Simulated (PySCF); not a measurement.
**Ionisation energy of Pd²⁹⁺ by level of theory**

Pd²⁹⁺ [Ne] 3s2 3p5 (2P) → Pd³⁰⁺ [Ne] 3s2 3p4 (3P), as a difference of total energies. Computed with PySCF 2.14 in an even-tempered Gaussian basis (16 s from 3.9 bohr⁻², ratio 2.5; 11 p from 5 bohr⁻², ratio 2.5; 5 d from 24 bohr⁻², ratio 2.7; 4 f from 36 bohr⁻², ratio 2.7), with the non-relativistic Hamiltonian (point nucleus). Correlated levels: outer shells: 1s2 frozen; virtual orbitals above 40 to 60 times the deepest correlated orbital energy dropped. The calculations carry no spin-orbit coupling.

```json
{"method": "UHF", "ionisation energy (eV)": "1701.7"}
{"method": "MP2 (outer shells)", "ionisation energy (eV)": "1702.6"}
{"method": "SCS-MP2 (outer shells)", "ionisation energy (eV)": "1702.5"}
{"method": "CCSD (outer shells)", "ionisation energy (eV)": "1702.5"}
{"method": "CCSD(T) (outer shells)", "ionisation energy (eV)": "1702.5"}
```

Spin-orbit coupling is strong in these open shells (close to jj coupling). The scalar numbers leave it out and a first-order estimate fails, so it can dominate the gap to the real levels.

All relativistic terms are absent from these numbers, so their closeness to the reference says little about the methods.

For comparison: 1706.2 ± 1.8 eV (semi-empirical (NIST evaluation); NIST Atomic Spectra Database, ionization energies).
